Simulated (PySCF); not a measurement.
Job file and geometry (Å, from GFN2-xTB) of an NMR shielding run on `InChI=1S/C2F3.C2H6S.Al.H/c3-1-2(4)5;1-2-3;;/h;3H,2H2,1H3;;/q;;+1;/p-1`, PySCF, GIAO PBE0/pcSseg-1 NMR shielding, non-relativistic, gas phase; density fitting, a coarse starting grid and PySCF grid level 2 are the driver's defaults:

```
$ OMP_NUM_THREADS=1 python probes_run.py task.json out

{"job": {"kind": "nmr", "xc": "PBE0", "basis": "pcSseg-1"}, "charge": 0, "multiplicity": 1}
C     -1.927763     0.626455    -0.446075
C     -2.018428    -0.865217    -0.212481
S     -0.598686    -1.775933    -0.971959
Al     0.675455    -0.510418     0.260659
C      1.976191     0.888426    -0.477119
F      2.218991     2.105721    -0.991675
C      2.994282     0.142972    -0.068899
F      2.596087    -1.100744     0.438596
F      4.304541     0.227937    -0.006631
H     -1.013569     1.023544     0.025401
H     -2.785364     1.135446    -0.008917
H     -1.884418     0.849386    -1.509932
H     -2.043331    -1.094305     0.854802
H     -2.908402    -1.285038    -0.678378
H      0.410000    -0.360240     1.759386
```

**Question.** What does the program print?

**Answer.** 
```
coarse grid: 14576 points
cycle   1  E = -1095.1835057038  dE =  1.231e+00  |g| = 7.255e-01  |ddm| = 3.552e+00
cycle   2  E = -1095.0611985542  dE =  1.223e-01  |g| = 1.116e+00  |ddm| = 1.275e+00
cycle   3  E = -1095.2858995189  dE = -2.247e-01  |g| = 1.137e-01  |ddm| = 8.052e-01
cycle   4  E = -1095.2878286436  dE = -1.929e-03  |g| = 6.194e-02  |ddm| = 1.438e-01
cycle   5  E = -1095.2885421325  dE = -7.135e-04  |g| = 1.567e-02  |ddm| = 5.751e-02
cycle   6  E = -1095.2885812589  dE = -3.913e-05  |g| = 5.888e-03  |ddm| = 1.396e-02
cycle   7  E = -1095.2885887431  dE = -7.484e-06  |g| = 1.151e-03  |ddm| = 5.485e-03
final grid: 135512 points
cycle   8  E = -1095.3621938617  dE = -3.932e-05  |g| = 9.326e-03  |ddm| = 2.584e-02
cycle   9  E = -1095.3621733199  dE =  2.054e-05  |g| = 1.374e-02  |ddm| = 1.749e-02
cycle  10  E = -1095.3622128863  dE = -3.957e-05  |g| = 9.887e-04  |ddm| = 1.044e-02
cycle  11  E = -1095.3622130495  dE = -1.631e-07  |g| = 3.719e-04  |ddm| = 9.519e-04
cycle  12  E = -1095.3622130778  dE = -2.831e-08  |g| = 1.357e-04  |ddm| = 4.024e-04
cycle  13  E = -1095.3622130817  dE = -3.944e-09  |g| = 3.177e-05  |ddm| = 1.250e-04
cycle  14  E = -1095.3622130820  dE = -2.383e-10  |g| = 8.410e-06  |ddm| = 3.858e-05
converged SCF energy = -1095.3622130820

GIAO shielding tensors (ppm)
atom      isotropic    diamagn.    paramagn.     s11        s22        s33       span
  0 C      155.461     252.158     -96.697    135.139    152.164    179.079     43.940
  1 C      162.510     251.862     -89.352    144.335    164.115    179.081     34.746
  2 S      643.938    1058.557    -414.620    466.933    643.777    821.103    354.169
  3 Al     409.771     795.389    -385.618    366.536    372.186    490.590    124.054
  4 C       36.744     254.717    -217.974     -8.422     41.847     76.805     85.227
  5 F      377.118     468.880     -91.762    274.272    363.209    493.873    219.601
  6 C       15.429     252.728    -237.299    -70.545     47.093     69.740    140.284
  7 F      332.494     477.770    -145.276    215.801    354.585    427.095    211.294
  8 F      241.119     466.900    -225.781    195.034    238.478    289.845     94.811
  9 H       31.150      32.811      -1.661     26.251     31.755     35.443      9.192
 10 H       29.813      29.284       0.529     24.761     26.423     38.254     13.493
 11 H       29.763      30.697      -0.934     26.993     27.655     34.640      7.646
 12 H       28.818      31.057      -2.239     23.553     27.379     35.522     11.970
 13 H       28.969      29.257      -0.289     22.578     27.263     37.065     14.487
 14 H       27.127      30.035      -2.908     23.322     25.776     32.284      8.962
```

Size and cost of the density-fitted run: 197 basis functions, 59 s wall time on 1 thread of an Arm Neoverse N1, shared host; peak memory 0.86 GiB.
